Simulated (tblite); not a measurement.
Compound: C9H12N2.
Bonds: C1–C2 (double), C2–C3, C3–N4, N4–N5 (aromatic), N5–C6 (aromatic), C6–C7 (aromatic), C7–C8 (aromatic), C8–C9, C9–C10, C10–C11, N4–C8 (aromatic), C9–C11. Hydrogens: H12, H13 on C1; H14 on C2; H15, H16 on C3; H17 on C6; H18 on C7; H19 on C9; H20, H21 on C10; H22, H23 on C11.

Computed geometry: GFN2-xTB, gas phase.

**Question.** What internal coordinates does the optimisation give?

**Answer.** 
| bond | length (Å) | order |
| --- | --- | --- |
| C1=C2 | 1.319 | double |
| C2–C3 | 1.504 | single |
| C3–N4 | 1.435 | single |
| N4–N5 | 1.332 | aromatic |
| N5–C6 | 1.318 | aromatic |
| C6–C7 | 1.398 | aromatic |
| C7–C8 | 1.383 | aromatic |
| C8–C9 | 1.466 | single |
| C9–C10, C9–C11 | 1.507 | single |
| C10–C11 | 1.493 | single |
| N4–C8 | 1.355 | aromatic |
| C1–H12 | 1.077 | single |
| C1–H13 | 1.076 | single |
| C2–H14 | 1.082 | single |
| C3–H15, C3–H16 | 1.096 | single |
| C6–H17 | 1.072 | single |
| C7–H18 | 1.071 | single |
| C9–H19 | 1.082 | single |
| C10–H20, C11–H23 | 1.079 | single |
| C10–H21, C11–H22 | 1.079 | single |

Bonds in one row agree within 0.01 Å and their mean is given. Orders are formal, as drawn. A selection of angles:
| angle | degrees |
| --- | --- |
| C1–C2–C3 | 125.6 |
| C2–C3–N4 | 114.3 |
| C3–N4–N5 | 119.4 |
| C3–N4–C8 | 128.6 |
| N5–N4–C8 | 112.0 |
| N4–N5–C6 | 106.1 |
| N5–C6–C7 | 111.0 |
| C6–C7–C8 | 104.9 |
| C7–C8–C9 | 130.6 |
| N4–C8–C7 | 106.0 |
| N4–C8–C9 | 123.4 |
| C8–C9–C10 | 119.3 |
| C10–C9–C11 | 59.4 |
| C9–C10–C11 | 60.3 |

Dihedral angles: C1–C2–C3–N4 5° (synperiplanar); C2–C3–N4–N5 -109° (anticlinal); C7–C8–C9–C10 34° (synclinal); C8–C9–C10–C11 -109° (anticlinal); C8–C9–C11–C10 109° (anticlinal). The mirror-image conformer, all signs reversed, is as good.

The 3-membered ring C9–C10–C11 has internal angles of 59.4° to 60.3°. The 8 C–C bonds span 1.319 Å (C1=C2, drawn double) to 1.507 Å (C9–C10, drawn single), a spread of 0.188 Å. N5 (pyridine-type nitrogen) is bent (angle 106.1°). N4 (pyrrole-type nitrogen) is planar (angles 128.6°, 119.4° and 112.0°, sum 360.0°, 0.01 Å off the plane of its three neighbours). The 3 C–N bonds span 1.318 Å (N5–C6, aromatic) to 1.435 Å (C3–N4, drawn single), a spread of 0.117 Å. The 5-membered ring N4–N5–C6–C7–C8 has internal angles of 104.9° to 112.0°; it is planar, 0.00 Å rms from its mean plane, widest ring torsion 0°. Of the pairs four or more bonds apart, C3···H19 is among the closest relative to their van der Waals radii: 2.68 Å, 93 % of the sum of Bondi's values.

Point group: C1 (no symmetry element, even within 0.4 Å). Its GFN2-xTB frequencies are all real (lowest 34 cm⁻¹). The numbers are those of one conformer. 3 starts were optimised and ended at 0.00, 0.42 and 0.96 kcal/mol (GFN2-xTB); the lowest of these is shown.
